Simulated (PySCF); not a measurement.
Computed shifts of a molecule C₄H₅Br, B3LYP/pcSseg-1 (PySCF), GIAO, gas phase, atoms alike by connectivity averaged where their shifts nearly agree, in ppm (number of nuclei): ¹³C: 152.7 (1), 150.0 (1), 47.6 (1), 36.2 (1). ¹H: 6.73 (1), 3.28 (2), 3.12 (2). References: ¹³C against TMS (σ = 181.3 ppm); ¹H against TMS (σ = 31.68 ppm), references at their B3LYP-D3(BJ)/def2-TZVP geometries, non-relativistic (without spin–orbit terms, shifts of atoms bonded to Cl or Br come out too high). Geometry: PBE-D3(BJ)/def2-SVP. The values are those of a single conformer.

### Question
Which structure fits?
A. BrC1=CCC1
B. C=CC(=C)Br
C. CC=C=CBr
D. C=C=CCBr

### Answer
A, BrC1=CCC1
